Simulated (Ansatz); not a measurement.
A relaxation, step by step

AlH6O4F, singlet, PBE0-D4/def2-TZVP (Ansatz 0.2.0). Settings:

```yaml
hamiltonian: {xc: pbe0, dispersion: d4}
relax: {f_tol: 0.005, max_steps: 200}
```

Start, a step off a saddle point along its unstable mode:

Al1  (-0.568, -0.367, 0.810)
O2  (1.184, -0.537, 0.101)
O3  (-1.042, 0.827, -0.346)
O4  (-1.188, -1.996, 0.721)
H5  (1.535, 1.883, -1.340)
F6  (-0.474, 0.300, 2.324)
H7  (1.261, 0.008, -0.703)
O8  (0.960, 0.980, -1.540)
H9  (1.485, -1.417, -0.093)
H10  (-1.679, 1.477, -0.108)
H11  (-1.746, -2.365, 1.358)
H12  (0.271, 1.207, -1.184)
(Å)

```json
{"step": "1", "energy less the last (meV)": "2070.5", "largest force component (eV/Å)": "15.611"}
{"step": "2", "energy less the last (meV)": "137.0", "largest force component (eV/Å)": "2.237"}
{"step": "3", "energy less the last (meV)": "73.5", "largest force component (eV/Å)": "1.238"}
{"step": "4 (rejected trial)", "energy less the last (meV)": "108.3", "largest force component (eV/Å)": "1.259"}
{"step": "5", "energy less the last (meV)": "15.3", "largest force component (eV/Å)": "0.497"}
{"step": "6", "energy less the last (meV)": "8.5", "largest force component (eV/Å)": "0.334"}
{"step": "7", "energy less the last (meV)": "2.3", "largest force component (eV/Å)": "0.062"}
{"step": "8", "energy less the last (meV)": "1.5", "largest force component (eV/Å)": "0.035"}
{"step": "9", "energy less the last (meV)": "0.8", "largest force component (eV/Å)": "0.015"}
{"step": "10", "energy less the last (meV)": "0.6", "largest force component (eV/Å)": "0.016"}
{"step": "11", "energy less the last (meV)": "0.5", "largest force component (eV/Å)": "0.017"}
{"step": "12", "energy less the last (meV)": "0.5", "largest force component (eV/Å)": "0.021"}
{"step": "13", "energy less the last (meV)": "0.4", "largest force component (eV/Å)": "0.026"}
{"step": "14", "energy less the last (meV)": "0.4", "largest force component (eV/Å)": "0.008"}
{"step": "15", "energy less the last (meV)": "0.3", "largest force component (eV/Å)": "0.020"}
{"step": "16", "energy less the last (meV)": "0.2", "largest force component (eV/Å)": "0.071"}
{"step": "17", "energy less the last (meV)": "0.2", "largest force component (eV/Å)": "0.030"}
{"step": "18", "energy less the last (meV)": "0.1", "largest force component (eV/Å)": "0.007"}
{"step": "19", "energy less the last (meV)": "0.1", "largest force component (eV/Å)": "0.007"}
{"step": "20", "energy less the last (meV)": "0.0", "largest force component (eV/Å)": "0.023"}
{"step": "21", "energy less the last (meV)": "0.0", "largest force component (eV/Å)": "0.012"}
{"step": "22", "energy less the last (meV)": "0.0", "largest force component (eV/Å)": "0.003"}
{"step": "23", "energy less the last (meV)": "0.0", "largest force component (eV/Å)": "0.004"}
{"step": "24", "energy less the last (meV)": "0.0", "largest force component (eV/Å)": "0.004"}
```

Step 10, positions (Å) and forces (eV/Å):

| atom | x | y | z | Fx | Fy | Fz |
| --- | --- | --- | --- | --- | --- | --- |
| Al1 | -0.589 | -0.358 | 0.881 | -0.001 | -0.007 | -0.011 |
| O2 | 1.155 | -0.602 | 0.207 | -0.002 | 0.011 | 0.013 |
| O3 | -1.049 | 0.879 | -0.265 | 0.011 | -0.003 | 0.003 |
| O4 | -1.163 | -1.954 | 0.665 | -0.001 | 0.007 | -0.007 |
| H5 | 1.613 | 1.928 | -1.575 | 0.000 | 0.008 | 0.006 |
| F6 | -0.516 | 0.207 | 2.442 | 0.002 | 0.003 | 0.011 |
| H7 | 1.348 | 0.030 | -0.571 | -0.001 | 0.004 | -0.005 |
| O8 | 1.135 | 1.100 | -1.654 | 0.010 | -0.016 | -0.010 |
| H9 | 1.289 | -1.515 | -0.066 | 0.003 | -0.013 | -0.006 |
| H10 | -1.795 | 1.451 | -0.097 | -0.010 | 0.003 | 0.000 |
| H11 | -1.642 | -2.421 | 1.346 | 0.000 | -0.002 | 0.005 |
| H12 | 0.214 | 1.254 | -1.314 | -0.010 | 0.005 | 0.001 |

Last step (24):

| atom | x (Å) | y (Å) | z (Å) |
| --- | --- | --- | --- |
| Al1 | -0.5823 | -0.3496 | 0.8871 |
| O2 | 1.1509 | -0.6156 | 0.1905 |
| O3 | -1.0300 | 0.8963 | -0.2517 |
| O4 | -1.2271 | -1.9192 | 0.6715 |
| H5 | 1.6314 | 1.9439 | -1.5246 |
| F6 | -0.4487 | 0.1918 | 2.4527 |
| H7 | 1.3465 | 0.0286 | -0.5771 |
| O8 | 1.1508 | 1.1209 | -1.6381 |
| H9 | 1.2656 | -1.5242 | -0.1068 |
| H10 | -1.8635 | 1.3583 | -0.1935 |
| H11 | -1.6201 | -2.4029 | 1.3943 |
| H12 | 0.2266 | 1.2716 | -1.3043 |

Hardware: 8 CPU threads of an Arm Neoverse V2, shared host. Wall time 45 s; peak host memory 0.65 GiB.
